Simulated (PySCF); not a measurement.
**EPR parameters of [C7H5ClO2]-**

C7H5ClO2 (charge -1 and doublet state).
Structure used (PBE0-D3(BJ)/def2-SVP), in Å, numbered top down from 1:
```xyz
15
C7H5ClO2 angstrom
O     -2.600   -1.598   -0.051
C     -2.057   -0.484   -0.076
O     -2.873    0.628   -0.233
C     -0.671   -0.186    0.037
C      0.275   -1.257    0.196
C      1.626   -1.019    0.306
C      2.117    0.306    0.265
Cl     3.842    0.609    0.408
C      1.218    1.385    0.113
C     -0.136    1.148    0.001
H     -3.746    0.218   -0.284
H     -0.117   -2.277    0.226
H      2.331   -1.847    0.426
H      1.609    2.406    0.085
H     -0.826    1.986   -0.116
```

The hyperfine couplings belong to this conformer and change with its torsions.

The species is `[O-][C](O)c1ccc(Cl)cc1` [radical] (charge -1).

Computed with PySCF 2.14.0, UKS B3LYP, IGLO-III on C Cl O, pcH-1 on H, non-relativistic, mean-field spin-orbit, GIAO. Whether the extra electron is bound in the gas phase wasn't checked; a finite basis holds it in any case. Stability of the SCF solution: not tested.

| Item | Value |
| --- | --- |
| g1, g2, g3 | 2.00180, 2.00421, 2.00463 |
| g_iso | 2.00355 |
| Form of g | rhombic: the two nearest values differ by 15 % of g3 − g1 |
| ⟨S²⟩ | 0.7621 (exact 0.7500) |
| α and β electrons | 41, 40 |

Hyperfine couplings atom by atom, in MHz; T1 to T3 are the principal values of the dipolar part; ρ(0) is the spin density at the nucleus:

```
atom  isotope  a_iso  of which spin–orbit     T1     T2    T3  Mulliken spin population  ρ(0) (bohr⁻³)
  O1      17O  -11.6                  0.0  -43.1   21.1  22.0                      0.13         0.0191
  C2      13C    4.0                  0.0  -20.0  -17.5  37.4                      0.19         0.0036
  O3      17O   -1.4                  0.0  -10.4    4.7   5.6                      0.01         0.0023
  C4      13C   -3.9                  0.0  -15.3  -13.5  28.8                      0.12        -0.0034
  C5      13C    7.7                 -0.1  -12.8  -12.0  24.8                      0.19         0.0069
  C6      13C  -18.3                  0.0   -7.2    2.8   4.5                     -0.08        -0.0163
  C7      13C   40.0                  0.2  -32.1  -30.6  62.6                      0.35         0.0354
 Cl8     35Cl    0.1                 -0.2   -8.4   -3.4  11.8                      0.02         0.0006
  C9      13C  -18.6                  0.0   -7.6    3.0   4.7                     -0.09        -0.0166
 C10      13C    8.1                 -0.1  -12.9  -12.1  25.1                      0.19         0.0072
 H11       1H   -2.4                  0.0   -2.7   -2.1   4.8                      0.00        -0.0005
 H12       1H  -12.3                  0.0   -4.5   -1.6   6.1                     -0.01        -0.0027
 H13       1H    2.7                  0.0   -2.4    0.7   1.7                      0.00         0.0006
 H14       1H    2.8                  0.0   -2.4    0.7   1.7                      0.00         0.0006
 H15       1H  -12.3                  0.0   -5.2   -1.4   6.5                     -0.01        -0.0027
```

The Mulliken spin populations are largest on C7 (+0.35), C10 (+0.19), C5 (+0.19) and C2 (+0.19). Four atoms exceed +0.15.

C2, the radical centre as drawn in `[O-][C](O)c1ccc(Cl)cc1`, holds a spin population of +0.19 out of 1.

Axes: g1 is normal to the molecular plane and g3 points within 1° of the C9–C10 bond.

Under fast tumbling the dipolar parts average out, and these isotropic splittings remain: 1 × 1H (H12, I = 1/2, 2 lines) with 0.44 mT, 1 × 1H (H15, I = 1/2, 2 lines) with 0.44 mT, 1 × 1H (H14, I = 1/2, 2 lines) with 0.10 mT, 1 × 1H (H13, I = 1/2, 2 lines) with 0.10 mT and 1 × 1H (H11, I = 1/2, 2 lines) with 0.09 mT.

C5 and C10, with what hangs on them, aren't averaged: C4 is flat or nearly so (angle sum 360°), and its turn about the short C4–C2 bond (1.42 Å) is taken as slow.

The 13C coupling of C7 (40.0 MHz) shows only in satellite lines or after enrichment, since that isotope makes up about 1.07 % of natural carbon.

The 17O coupling of O1 (-11.6 MHz) shows only in satellite lines or after enrichment, since that isotope makes up about 0.038 % of natural oxygen.

The spin density at the nucleus, in bohr⁻³, is negative for C9 (-0.0166), C6 (-0.0163) and C4 (-0.0034), for instance. A restricted open-shell determinant has no negative spin density anywhere; here it arises because α and β orbitals differ (spin polarisation).
